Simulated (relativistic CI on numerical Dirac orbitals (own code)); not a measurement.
# In23+: q coefficients and field-shift factors

Calculated at this level of theory: Dirac-Coulomb-Breit CI, separate exchange-only KLI orbitals for each configuration, derivatives by finite differences, unscaled Slater integrals, QED left out (own radial code, finite nucleus).

Configuration list (outside the closed core [Ne]): 3s2 3p6 3d8, 3s2 3p5 3d9, 3s2 3p4 3d10, 3s 3p6 3d9, 3p6 3d10, 3s 3p5 3d10, 3s2 3p6 3d7 4s, 3s2 3p6 3d7 4p. Levels of other configurations are missing.

With x = (α/α₀)² − 1 an excitation energy changes as ω = ω₀ + qx; K = 2q/ω₀ is the relative enhancement. Terms are leading LS components, so labels can repeat. The field-shift factor is F = δν/δ⟨r²⟩ for the transition from the lowest level.

Lowest level 3s2 3p6 3d8 3F_4.

| Level | ω₀ (cm⁻¹) | q (cm⁻¹) | K | F (GHz/fm²) |
| --- | --- | --- | --- | --- |
| 3s2 3p6 3d8 1D_2 | 39996 | 3006 | 0.15 | 0.0326 |
| 3s2 3p6 3d8 3F_3 | 59070 | 62150 | 2.1 | 0.492 |
| 3s2 3p6 3d8 3P_2 | 96494 | 66760 | 1.38 | 0.588 |
| 3s2 3p6 3d8 3P_0 | 104636 | 22040 | 0.421 | 0.319 |
| 3s2 3p6 3d8 3P_1 | 122326 | 63930 | 1.05 | 0.612 |
| 3s2 3p6 3d8 1G_4 | 135648 | 56520 | 0.833 | 0.606 |
| 3s2 3p6 3d8 1D_2 | 152368 | 117900 | 1.55 | 0.944 |
| 3s2 3p6 3d8 1S_0 | 273351 | 106600 | 0.78 | 1.11 |
| 3s2 3p5 3d9 3F°_4 | 1668531 | 86850 | 0.104 | 4.06 |
| 3s2 3p5 3d9 1D°_2 | 1706349 | 99330 | 0.116 | 4.04 |
| 3s2 3p5 3d9 3F°_3 | 1759380 | 126400 | 0.144 | 4.23 |
| 3s2 3p5 3d9 3D°_2 | 1811632 | 148500 | 0.164 | 4.44 |
| 3s2 3p5 3d9 3P°_1 | 1815080 | 123100 | 0.136 | 3.89 |
| 3s2 3p5 3d9 3P°_0 | 1832523 | 155700 | 0.17 | 4.41 |
| 3s2 3p5 3d9 3F°_3 | 1851994 | 162000 | 0.175 | 3.29 |
| 3s2 3p5 3d9 3D°_1 | 1868053 | 134600 | 0.144 | 3.7 |
| 3s2 3p5 3d9 3F°_2 | 2070426 | 504000 | 0.487 | -3.77 |
| 3s2 3p5 3d9 3P°_2 | 2087029 | 443300 | 0.425 | -4.4 |
| 3s2 3p5 3d9 1F°_3 | 2162538 | 399700 | 0.37 | -2.74 |
| 3s2 3p5 3d9 1P°_1 | 2224533 | 503500 | 0.453 | -4.6 |
| 3s 3p6 3d9 3D_3 | 3046006 | 515000 | 0.338 | -427 |
| 3s 3p6 3d9 3D_2 | 3068059 | 521100 | 0.34 | -419 |
| 3s 3p6 3d9 3D_1 | 3112745 | 581600 | 0.374 | -426 |

At this charge energies of transitions that change n are usually good to better than 1 %, and those within a shell (Δn = 0) to a few per cent. Terms inside the open d or f shell come out 10 to 20 % too wide with unscaled integrals.
